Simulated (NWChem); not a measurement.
# MoH₄Cl₂; SMILES [MoH4]([Cl])[Cl]

Computed with NWChem. The geometry was optimised at PBE0/def2-SVP. def2 effective core potentials on Mo; no spin-orbit coupling.

Question: What does the run give for B3LYP/def2-SVP (core potentials)? Quantities: highest occupied level (eV); orbital gap (eV); dipole (D).

Answer: 
```json
{
  "highest occupied level (eV)": "-7.72",
  "orbital gap (eV)": "3.63",
  "dipole (D)": "0.65"
}
```
